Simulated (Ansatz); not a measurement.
Reaction (ligand exchange at the Hf–F bond): `[NH2][Hf]([F])([Cl])[Cl]` + HCl → `[NH2][Hf]([Cl])([Cl])[Cl]` + H–F

Program: Ansatz. Geometries: PBE0-D4/def2-TZVP. ΔE: electronic, gas phase. CBS: MP2 limit from def2 TZ/QZ plus the TZ coupled-cluster correction, frozen cores. This one scheme is used for every species. Functionals use def2-TZVPP. HSE06 is defined as in plane-wave codes. def2 core potentials past Kr. For Hf outer-core shells are correlated without core-valence functions, which leaves a few kJ/mol of doubt a bond. One conformer a species, not always the lowest.

`[NH2][Hf]([F])([Cl])[Cl]`:

Z-matrix (Å, degrees):
```
Hf
F 1 1.892
Cl 1 2.349 2 111.9
N 1 2.001 2 105.6 3 -118.5
Cl 1 2.349 2 111.9 3 123.0
H 4 1.011 1 125.8 2 179.9
H 4 1.011 1 125.2 2 -0.2
```

HCl:

Cartesian coordinates in Å:
```
Cl -0.252 -0.554 -0.196
H 0.252 0.554 0.196
```

`[NH2][Hf]([Cl])([Cl])[Cl]`:

```xyz
7

N    -0.218   -1.163    0.481
Hf    0.103    0.658   -0.268
Cl   -1.389    0.924   -2.046
Cl   -0.198    2.192    1.469
Cl    2.314    0.792   -1.029
H     0.053   -1.477    1.404
H    -0.665   -1.925   -0.011
```

H–F:

```xyz
2

F     0.209    0.102    0.397
H    -0.209   -0.102   -0.397
```

| level | ΔE (kJ/mol) |
| --- | --- |
| HSE06-D4 | 15.3 |
| SCS-MP2/def2-TZVPP | 16.0 |

**Question.** What does CCSD(T)/CBS give? (Estimate.)

**Answer.** Computed: +12.7 kJ/mol. The listed levels differ from it by 2.6, 3.3 kJ/mol.

Largest T1 diagnostic among the species: 0.014.

From PBE to PBE0 (25 % exact exchange), in def2-TZVPP and without D4, ΔE moves by −6.9 kJ/mol. Leaving LDA and LC-ωPBE aside and taking each functional with its dispersion term where it has one, the values, not all of them listed here, spread over 15.8 kJ/mol, from PBE-QIDH to CAM-B3LYP-D4. LDA lies −4.1 kJ/mol from PBE without D4. The D4 term adds −5.6 kJ/mol with B3LYP and −3.2 kJ/mol with PBE0; it sums over pairs of atoms, weighted by their polarisabilities, and B3LYP, whose exchange is more repulsive, gets the larger term.

B3LYP here is the variant with VWN-RPA as its local correlation; programs differ in this.
